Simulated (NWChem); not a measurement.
System: CH3OS, doublet; SMILES O=[S]C

Input file for NWChem:

```
start job
memory heap 200 mb stack 900 mb global 1100 mb
geometry units angstroms noautoz
  C      0.339292     1.400087     0.000000
  S     -0.517496    -0.217034     0.000000
  O      0.580186    -1.286042     0.000000
  H      0.962827     1.486335     0.894279
  H     -0.423725     2.185369     0.000000
  H      0.962827     1.486335    -0.894279
end
basis spherical
  C library def2-svp
  S library def2-svp
  O library def2-svp
  H library def2-svp
end
dft
  odft
  mult 2
  xc mn15
  grid xfine
  iterations 150
  mulliken
end
task dft gradient
```

NWChem printed, in part:

```
             Northwest Computational Chemistry Package (NWChem) 7.3.0
             --------------------------------------------------------

 CS  symmetry detected

                             Geometry "geometry" -> ""
                             -------------------------

 Output coordinates in angstroms (scale by  1.889725989 to convert to a.u.)

  No.       Tag          Charge          X              Y              Z
 ---- ---------------- ---------- -------------- -------------- --------------
    1 C                    6.0000     0.36973618     1.39926565     0.00000000
    2 S                   16.0000    -0.51846220    -0.20081861     0.00000000
    3 O                    8.0000     0.55813856    -1.29105468     0.00000000
    4 H                    1.0000     0.99483628     1.47332291     0.89427900
    5 H                    1.0000    -0.37780302     2.19929559     0.00000000
    6 H                    1.0000     0.99483628     1.47332291    -0.89427900

 Effective nuclear repulsion energy (a.u.)     105.5281250036

      Symmetry information
      --------------------

 Group name             Cs
 Group number              2
 Group order               2
 No. of unique centers     5

                                 NWChem DFT Module
                                 -----------------

 Summary of "ao basis" -> "ao basis" (spherical)
 ------------------------------------------------------------------------------
       Tag                 Description            Shells   Functions and Types
 ---------------- ------------------------------  ------  ---------------------
 C                          def2-svp                 6       14   3s2p1d
 S                          def2-svp                 8       18   4s3p1d
 O                          def2-svp                 6       14   3s2p1d
 H                          def2-svp                 3        5   2s1p

      Symmetry analysis of basis
      --------------------------

        a'         42
        a"         19

            General Information
            -------------------
          SCF calculation type: DFT
          Wavefunction type:  spin polarized.
          No. of atoms     :     6
          No. of electrons :    33
           Alpha electrons :    17
            Beta electrons :    16
          Charge           :     0
          Spin multiplicity:     2
          Use of symmetry is: on ; symmetry adaption is: on
          Maximum number of iterations: 150
          AO basis - number of functions:    61
                     number of shells:    29
          Convergence on energy requested:  1.00D-06
          Convergence on density requested:  1.00D-05
          Convergence on gradient requested:  5.00D-04

              XC Information
              --------------
                         MN15 Method XC Functional
                     Hartree-Fock (Exact) Exchange  0.440
                          MN15 Exchange Functional  1.000
                        MN15 Correlation Potential  1.000

             Grid Information
             ----------------
          Grid used for XC integration:  xfine
          Radial quadrature: Mura-Knowles
          Angular quadrature: Lebedev.
          Tag              B.-S. Rad. Rad. Pts. Rad. Cut. Ang. Pts.
          ---              ---------- --------- --------- ---------
          C                   0.70      100           7.0      1454
          S                   1.00      125           8.0      1454
          O                   0.60      100          10.0      1454
          H                   0.35      100           9.0      1202
          Grid pruning is: on
          Number of quadrature shells:   525
          Spatial weights used:  Erf1

      Superposition of Atomic Density Guess
      -------------------------------------

 Sum of atomic energies:        -511.16111987

      Non-variational initial energy
      ------------------------------

 Total energy =    -512.143868
 1-e energy   =    -914.081706
 2-e energy   =     296.409713
 HOMO         =      -0.187745
 LUMO         =       0.099861

   Symmetry analysis of molecular orbitals - initial alpha
   -------------------------------------------------------

  Numbering of irreducible representations:

     1 a'          2 a"

  Orbital symmetries:

     1 a'          2 a'          3 a'          4 a'          5 a'
     6 a'          7 a"          8 a'          9 a'         10 a'
    11 a'         12 a"         13 a'         14 a"         15 a'
    16 a'         17 a"         18 a'         19 a'         20 a'
    21 a'         22 a"         23 a'         24 a"         25 a'
    26 a'         27 a'

   Symmetry analysis of molecular orbitals - initial beta
   ------------------------------------------------------

  Numbering of irreducible representations:

     1 a'          2 a"

  Orbital symmetries:

     1 a'          2 a'          3 a'          4 a'          5 a'
     6 a'          7 a"          8 a'          9 a'         10 a'
    11 a'         12 a"         13 a'         14 a"         15 a'
    16 a'         17 a"         18 a'         19 a'         20 a'
    21 a'         22 a"         23 a'         24 a"         25 a'
    26 a'         27 a'

     ---------------------------------------------
      Total Density - Mulliken Population Analysis
     ---------------------------------------------

    Atom       Charge   Shell Charges
 -----------   ------   -------------------------------------------------------
    1 C    6     6.27   1.99  0.95  0.24  1.97  1.09  0.02
    2 S   16    15.20   2.00  1.99  1.18  0.64  5.93  1.44  1.86  0.14
    3 O    8     8.91   1.99  1.14  0.75  3.00  2.02  0.01
    4 H    1     0.87   0.66  0.19  0.02
    5 H    1     0.88   0.66  0.19  0.02
    6 H    1     0.87   0.66  0.19  0.02

     --------------------------------------------
      Spin Density - Mulliken Population Analysis
     --------------------------------------------

    Atom       Charge   Shell Charges
 -----------   ------   -------------------------------------------------------
    1 C    6     0.01   0.00  0.00  0.00  0.01  0.00  0.00
    2 S   16     0.71   0.00  0.00  0.00  0.00  0.01  0.25  0.44  0.01
    3 O    8     0.23   0.00  0.00  0.00  0.16  0.07  0.00
    4 H    1     0.03   0.02  0.01  0.00
    5 H    1     0.00   0.00  0.00  0.00
    6 H    1     0.03   0.02  0.01  0.00

   convergence    iter        energy       DeltaE   RMS-Dens  Diis-err
 ---------------- ----- ----------------- --------- --------- ---------
 d= 0,ls=0.0,diis     1   -512.6540699486 -6.18D+02  1.32D-02  2.62D-01
                                                     1.47D-02  2.70D-01
 d= 0,ls=0.0,diis     2   -512.4410226391  2.13D-01  9.74D-03  8.19D-01
                                                     1.03D-02  7.24D-01
 d= 0,ls=0.0,diis     3   -512.7616841897 -3.21D-01  1.32D-03  1.43D-02
                                                     1.83D-03  1.83D-02
 d= 0,ls=0.0,diis     4   -512.7686854264 -7.00D-03  6.27D-04  1.70D-03
                                                     5.68D-04  1.17D-03
 d= 0,ls=0.0,diis     5   -512.7694914781 -8.06D-04  2.41D-04  2.06D-04
                                                     2.96D-04  1.04D-04
  Resetting Diis
 d= 0,ls=0.0,diis     6   -512.7696598433 -1.68D-04  1.56D-04  8.22D-05
                                                     1.74D-04  4.52D-05
 d= 0,ls=0.0,diis     7   -512.7697224662 -6.26D-05  1.20D-04  2.45D-05
                                                     9.39D-05  1.16D-05
 d= 0,ls=0.0,diis     8   -512.7697253475 -2.88D-06  4.48D-05  2.32D-05
                                                     7.27D-05  3.53D-05
 d= 0,ls=0.0,diis     9   -512.7697391023 -1.38D-05  3.34D-05  4.91D-06
                                                     3.25D-05  2.26D-06
 d= 0,ls=0.0,diis    10   -512.7697419720 -2.87D-06  3.20D-05  1.02D-06
                                                     4.10D-05  6.51D-07
 d= 0,ls=0.0,diis    11   -512.7697433306 -1.36D-06  2.10D-06  1.17D-08
                                                     2.28D-06  1.07D-08
 d= 0,ls=0.0,diis    12   -512.7697433378 -7.25D-09  5.64D-07  4.20D-10
                                                     5.89D-07  3.30D-10

         Total DFT energy =     -512.769743337824
      One electron energy =     -915.545322902070
           Coulomb energy =      337.736244848741
    Exchange-Corr. energy =      -40.488790288065
 Nuclear repulsion energy =      105.528125003570

 Numeric. integr. density =       33.000000184599

                  Occupations of the irreducible representations
                  ----------------------------------------------

                     irrep           alpha         beta
                     --------     --------     --------
                     a'               13.0         13.0
                     a"                4.0          3.0

                    DFT Final Alpha Molecular Orbital Analysis
                    ------------------------------------------

 Vector   15  Occ=1.000000D+00  E=-4.283084D-01  Symmetry=a'
              MO Center=  4.6D-02, -1.9D-01, -2.2D-15, r^2= 2.9D+00
   Bfn.  Coefficient  Atom+Function         Bfn.  Coefficient  Atom+Function
  ----- ------------  ---------------      ----- ------------  ---------------
    37      0.411819  3 O  py                22      0.294182  2 S  px
    40      0.259710  3 O  py                25      0.244717  2 S  px
     4     -0.234664  1 C  px                18     -0.223756  2 S  s
    52      0.208865  5 H  s                 19      0.157728  2 S  px
    47     -0.119506  4 H  s                 57     -0.119506  6 H  s

 Vector   16  Occ=1.000000D+00  E=-3.221477D-01  Symmetry=a'
              MO Center=  1.4D-01, -5.2D-01, -1.8D-16, r^2= 2.2D+00
   Bfn.  Coefficient  Atom+Function         Bfn.  Coefficient  Atom+Function
  ----- ------------  ---------------      ----- ------------  ---------------
    36      0.416411  3 O  px                37      0.308657  3 O  py
    39      0.305868  3 O  px                18      0.268575  2 S  s
     5      0.252040  1 C  py                40      0.245068  3 O  py
    25     -0.220541  2 S  px                22     -0.217713  2 S  px
     3     -0.200986  1 C  s                  7      0.131946  1 C  px

 Vector   17  Occ=1.000000D+00  E=-2.641639D-01  Symmetry=a"
              MO Center= -1.5D-01, -4.0D-01, -2.4D-16, r^2= 1.9D+00
   Bfn.  Coefficient  Atom+Function         Bfn.  Coefficient  Atom+Function
  ----- ------------  ---------------      ----- ------------  ---------------
    27      0.564161  2 S  pz                24      0.432749  2 S  pz
    38     -0.418106  3 O  pz                41     -0.343889  3 O  pz
    21      0.228055  2 S  pz                47     -0.112269  4 H  s
    57      0.112269  6 H  s                 48     -0.109165  4 H  s
    58      0.109165  6 H  s                  6     -0.087092  1 C  pz

 Vector   18  Occ=0.000000D+00  E= 7.264915D-02  Symmetry=a'
              MO Center= -3.1D-01,  1.1D-01,  1.4D-14, r^2= 3.1D+00
   Bfn.  Coefficient  Atom+Function         Bfn.  Coefficient  Atom+Function
  ----- ------------  ---------------      ----- ------------  ---------------
     3      1.202690  1 C  s                 26     -1.067282  2 S  py
    35     -0.484318  3 O  s                 48     -0.460571  4 H  s
    58     -0.460571  6 H  s                  8     -0.354364  1 C  py
    39      0.336563  3 O  px                23     -0.295927  2 S  py
    36      0.244539  3 O  px                 2      0.212914  1 C  s

 Vector   19  Occ=0.000000D+00  E= 9.876025D-02  Symmetry=a'
              MO Center=  1.1D-01,  6.6D-01, -7.5D-15, r^2= 3.9D+00
   Bfn.  Coefficient  Atom+Function         Bfn.  Coefficient  Atom+Function
  ----- ------------  ---------------      ----- ------------  ---------------
     3      1.921168  1 C  s                 18     -1.129990  2 S  s
    25     -0.915361  2 S  px                53     -0.759541  5 H  s
    48     -0.628544  4 H  s                 58     -0.628544  6 H  s
    35      0.587940  3 O  s                 40      0.380523  3 O  py
     8     -0.291284  1 C  py                37      0.262145  3 O  py

 Vector   20  Occ=0.000000D+00  E= 1.218148D-01  Symmetry=a'
              MO Center=  1.8D-01,  1.4D+00, -2.1D-14, r^2= 3.7D+00
   Bfn.  Coefficient  Atom+Function         Bfn.  Coefficient  Atom+Function
  ----- ------------  ---------------      ----- ------------  ---------------
     3      1.383820  1 C  s                 53     -1.127890  5 H  s
     8      0.940366  1 C  py                48     -0.804858  4 H  s
    58     -0.804858  6 H  s                 25      0.487013  2 S  px
    18      0.472798  2 S  s                 17      0.386408  2 S  s
     5      0.358809  1 C  py                26      0.339767  2 S  py

                     DFT Final Beta Molecular Orbital Analysis
                     -----------------------------------------

 Vector   14  Occ=1.000000D+00  E=-4.149384D-01  Symmetry=a'
              MO Center=  3.0D-02, -4.1D-01, -1.3D-15, r^2= 2.7D+00
   Bfn.  Coefficient  Atom+Function         Bfn.  Coefficient  Atom+Function
  ----- ------------  ---------------      ----- ------------  ---------------
    37      0.425787  3 O  py                22      0.309992  2 S  px
    40      0.271441  3 O  py                25      0.259886  2 S  px
    18     -0.228918  2 S  s                  4     -0.194785  1 C  px
    52      0.183720  5 H  s                 19      0.166215  2 S  px
    35     -0.144121  3 O  s                 47     -0.100461  4 H  s

 Vector   15  Occ=1.000000D+00  E=-3.773518D-01  Symmetry=a"
              MO Center=  1.2D-01, -5.0D-01, -1.2D-15, r^2= 2.0D+00
   Bfn.  Coefficient  Atom+Function         Bfn.  Coefficient  Atom+Function
  ----- ------------  ---------------      ----- ------------  ---------------
    27      0.397694  2 S  pz                38      0.391577  3 O  pz
    24      0.327999  2 S  pz                41      0.279304  3 O  pz
    21      0.182185  2 S  pz                 6     -0.165609  1 C  pz
    47     -0.133223  4 H  s                 57      0.133223  6 H  s
     9     -0.094919  1 C  pz                29     -0.052478  2 S  d -1

 Vector   16  Occ=1.000000D+00  E=-3.064582D-01  Symmetry=a'
              MO Center=  1.5D-01, -5.3D-01,  2.5D-16, r^2= 2.2D+00
   Bfn.  Coefficient  Atom+Function         Bfn.  Coefficient  Atom+Function
  ----- ------------  ---------------      ----- ------------  ---------------
    36      0.419008  3 O  px                39      0.312115  3 O  px
    37      0.306032  3 O  py                18      0.281120  2 S  s
     5      0.255894  1 C  py                40      0.247880  3 O  py
     3     -0.216909  1 C  s                 22     -0.208316  2 S  px
    25     -0.207512  2 S  px                 7      0.138767  1 C  px

[...]

                         DFT ENERGY GRADIENTS

    atom               coordinates                        gradient
                 x          y          z           x          y          z
   1 C       0.698700   2.644229   0.000000    0.004580   0.011421   0.000000
   2 S      -0.979751  -0.379492   0.000000   -0.014270   0.002803   0.000000
   3 O       1.054729  -2.439740   0.000000    0.010446  -0.014113   0.000000
   4 H       1.879968   2.784177   1.689942   -0.001633   0.000569  -0.002939
   5 H      -0.713944   4.156066   0.000000    0.002509  -0.001248   0.000000
   6 H       1.879968   2.784177  -1.689942   -0.001633   0.000569   0.002939
```

Level: MN15/def2-SVP, spin-unrestricted. In the optimisation the excess spin sits in a" (Cs, its own frame). Geometry: optimised at B3LYP/6-31G* (spherical d), spin-unrestricted. No stability test was run on the SCF state.
